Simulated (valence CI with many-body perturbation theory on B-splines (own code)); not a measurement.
**Hg67+: electric-dipole lines**

Level of theory: valence CI with perturbative core correlation (CI+MBPT): three valence electrons over a frozen Dirac-Fock core [Ne], radial functions for each j: 11 s, 11 p, 10 d, 8 f, 5 g, 2 h, with the one-electron correlation potential Σ1, the two-electron term Σ2, the three-electron term Σ3, Breit, model QED; selected CI, second order for the rest, scaled by the run's own slope (own B-spline code, finite nucleus).

The last digits are not significant, and no measured levels were compared; by estimate large intervals hold to a few tenths of a per cent, small ones and those within an open d or f shell to about a per cent.

Lines 51 to 100 of 584 in falling wavelength, among levels below 32110 × 10³ cm⁻¹, chosen from the strongest by gf and those to the six lowest levels. Wavelengths and rates use the calculated energies. Electric multipoles are in the length gauge with retardation, E1 and E2 with the static RPA response of the core. Weak lines are less certain than strong ones. Lines between different terms over intervals too small for the method are left out, as are lines whose strength nearly cancels. The highest levels of a list are the least certain.

Levels are named by their leading jj configuration (3d3/2^4 stands for four electrons in 3d with j = 3/2), which in mixed levels can hold well under half, so a name can repeat and another be missing. Letters in brackets count levels of one name in rising energy.

```csv
λ vac (nm),Upper,Lower,A (s⁻¹),S (a.u.) with core polarisation,S without
5.465,(3s 3p1/2 3d3/2) J=3/2 [a],(3s 3p1/2 3p3/2) J=3/2 [a],2.26e+10,7.29e-03,7.39e-03
5.334,(3s 3p1/2 3d3/2) J=5/2,(3s 3p1/2 3p3/2) J=5/2,1.28e+10,5.75e-03,5.82e-03
5.165,(3s 3p1/2 3d3/2) J=1/2,(3s 3p1/2 3p3/2) J=3/2 [b],9.84e+08,1.34e-04,1.36e-04
5.140,(3s 3p1/2 3d3/2) J=3/2 [b],(3s 3p1/2 3p3/2) J=3/2 [a],3.05e+09,8.16e-04,8.29e-04
5.090,(3p1/2 3d3/2 3d5/2) J=9/2,(3p1/2 3p3/2 3d5/2) J=9/2,3.90e+10,2.54e-02,2.57e-02
4.978,(3s 3p1/2 3d3/2) J=3/2 [c],(3s 3p1/2 3p3/2) J=3/2 [b],4.08e+09,9.93e-04,1.01e-03
4.904,(3s 3p1/2 3d3/2) J=5/2,(3s 3p1/2 3p3/2) J=3/2 [a],5.51e+07,1.92e-05,1.93e-05
4.779,(3s^2 3d3/2) J=3/2,(3s^2 3p3/2) J=3/2,1.71e+08,3.68e-05,3.66e-05
4.572,(3s 3p1/2 3d3/2) J=3/2 [c],(3s 3p1/2 3p3/2) J=5/2,5.06e+09,9.55e-04,9.71e-04
4.571,(3d3/2 3d5/2^2) J=11/2,(3p3/2 3d5/2^2) J=11/2,3.50e+10,1.98e-02,2.01e-02
4.388,(3s 3p1/2 3d3/2) J=1/2,(3s 3p1/2 3p3/2) J=3/2 [a],6.78e+09,5.65e-04,5.73e-04
4.252,(3s 3p1/2 3d3/2) J=3/2 [c],(3s 3p1/2 3p3/2) J=3/2 [a],2.58e+09,3.92e-04,3.96e-04
4.127,(3s^2 4p3/2) J=3/2,(3s^2 4s) J=1/2,9.06e+11,1.26e-01,1.26e-01
4.010,(3p3/2 3d5/2^2) J=5/2 [a],(3p3/2^2 3d5/2) J=3/2,8.73e+10,1.67e-02,1.69e-02
3.824,(3s 3p3/2 3d5/2) J=3/2 [a],(3s 3p3/2^2) J=3/2,1.12e+11,1.23e-02,1.25e-02
3.808,(3d5/2^3) J=3/2,(3p3/2 3d5/2^2) J=3/2 [b],2.39e+11,2.60e-02,2.63e-02
3.796,(3d5/2^3) J=9/2,(3p3/2 3d5/2^2) J=7/2 [b],4.88e+11,1.32e-01,1.33e-01
3.785,(3s 3d5/2^2) J=5/2,(3s 3p3/2 3d5/2) J=3/2 [b],9.51e+10,1.53e-02,1.54e-02
3.779,(3s 3p1/2 3d5/2) J=5/2 [a],(3s 3p1/2 3p3/2) J=3/2 [b],2.40e+09,3.84e-04,3.89e-04
3.754,(3d3/2 3d5/2^2) J=7/2 [a],(3p3/2 3d3/2 3d5/2) J=5/2 [c],1.72e+11,3.60e-02,3.64e-02
3.723,(3s 3d5/2^2) J=9/2,(3s 3p3/2 3d5/2) J=7/2 [b],1.22e+11,3.10e-02,3.14e-02
3.714,(3d3/2 3d5/2^2) J=5/2 [a],(3p3/2 3d3/2 3d5/2) J=3/2 [c],1.03e+11,1.57e-02,1.59e-02
3.707,(3s 3d5/2^2) J=7/2,(3s 3p3/2 3d5/2) J=5/2 [b],4.82e+11,9.69e-02,9.81e-02
3.670,(3d3/2 3d5/2^2) J=9/2,(3p3/2 3d3/2 3d5/2) J=7/2 [c],3.94e+11,9.61e-02,9.72e-02
3.666,(3s^2 3p3/2) J=3/2,(3s 3p1/2^2) J=1/2,9.24e+08,8.99e-05,9.11e-05
3.665,(3d5/2^3) J=5/2,(3p3/2 3d5/2^2) J=3/2 [b],3.90e+11,5.68e-02,5.75e-02
3.661,(3d3/2 3d5/2^2) J=7/2 [b],(3p3/2 3d3/2 3d5/2) J=5/2 [d],2.22e+11,4.29e-02,4.35e-02
3.639,(3d3/2 3d5/2^2) J=11/2,(3p3/2 3d3/2 3d5/2) J=9/2 [b],5.22e+11,1.49e-01,1.51e-01
3.635,(3s 3d5/2^2) J=3/2,(3s 3p3/2 3d5/2) J=5/2 [b],1.12e+11,1.06e-02,1.07e-02
3.635,(3s 3d3/2 3d5/2) J=3/2 [b],(3s 3p3/2 3d3/2) J=1/2 [b],1.14e+11,1.08e-02,1.09e-02
3.631,(3s 3d3/2 3d5/2) J=5/2 [b],(3s 3p3/2 3d3/2) J=5/2 [b],9.46e+10,1.34e-02,1.36e-02
3.629,(3s 3d3/2 3d5/2) J=7/2 [b],(3s 3p3/2 3d3/2) J=5/2 [b],3.01e+11,5.69e-02,5.76e-02
3.623,(3d5/2^3) J=3/2,(3p3/2 3d5/2^2) J=5/2 [b],1.28e+11,1.20e-02,1.22e-02
3.623,(3p1/2 3d5/2^2) J=5/2,(3p1/2 3p3/2 3d5/2) J=3/2 [b],1.25e+11,1.76e-02,1.78e-02
3.622,(3p3/2 3d5/2^2) J=11/2,(3p3/2^2 3d5/2) J=9/2,2.31e+11,6.50e-02,6.57e-02
3.621,(3d5/2^3) J=3/2,(3p3/2 3d5/2^2) J=3/2 [a],1.70e+11,1.59e-02,1.61e-02
3.620,(3p1/2 3d5/2^2) J=7/2,(3p1/2 3p3/2 3d5/2) J=5/2 [b],4.65e+11,8.71e-02,8.81e-02
3.611,(3s 3d5/2^2) J=3/2,(3s 3p3/2 3d5/2) J=3/2 [b],1.91e+11,1.78e-02,1.80e-02
3.609,(3p1/2 3d5/2^2) J=3/2,(3p1/2 3p3/2 3d5/2) J=1/2,1.39e+11,1.29e-02,1.31e-02
3.600,(3d3/2 3d5/2^2) J=5/2 [a],(3p3/2 3d3/2 3d5/2) J=3/2 [b],3.39e+11,4.68e-02,4.74e-02
3.594,(3p3/2 3d5/2^2) J=7/2 [b],(3p3/2^2 3d5/2) J=5/2 [b],7.95e+11,1.46e-01,1.47e-01
3.594,(3p3/2 3d3/2 3d5/2) J=7/2 [b],(3p3/2^2 3d3/2) J=7/2,1.76e+11,3.23e-02,3.27e-02
3.590,(3d3/2 3d5/2^2) J=5/2 [b],(3p3/2 3d3/2 3d5/2) J=3/2 [c],1.93e+11,2.65e-02,2.68e-02
3.568,(3p1/2 3p3/2 3d5/2) J=3/2 [a],(3p1/2 3p3/2^2) J=3/2,1.72e+11,1.54e-02,1.56e-02
3.562,(3d3/2 3d5/2^2) J=5/2 [a],(3p3/2 3d3/2 3d5/2) J=5/2 [c],1.09e+11,1.46e-02,1.48e-02
3.561,(3d3/2^2 3d5/2) J=5/2 [a],(3p3/2 3d3/2^2) J=5/2,1.16e+11,1.55e-02,1.57e-02
3.558,(3s 3p1/2 3d5/2) J=3/2,(3s 3p1/2 3p3/2) J=1/2,2.87e+11,2.55e-02,2.58e-02
3.541,(3s 3p1/2 3d5/2) J=5/2 [a],(3s 3p1/2 3p3/2) J=5/2,1.24e+10,1.62e-03,1.64e-03
3.537,(3p3/2 3d3/2 3d5/2) J=3/2 [a],(3p3/2^2 3d3/2) J=3/2 [a],1.36e+11,1.19e-02,1.20e-02
3.536,(3p1/2 3d5/2^2) J=9/2,(3p1/2 3p3/2 3d5/2) J=7/2 [b],3.30e+11,7.21e-02,7.29e-02
```
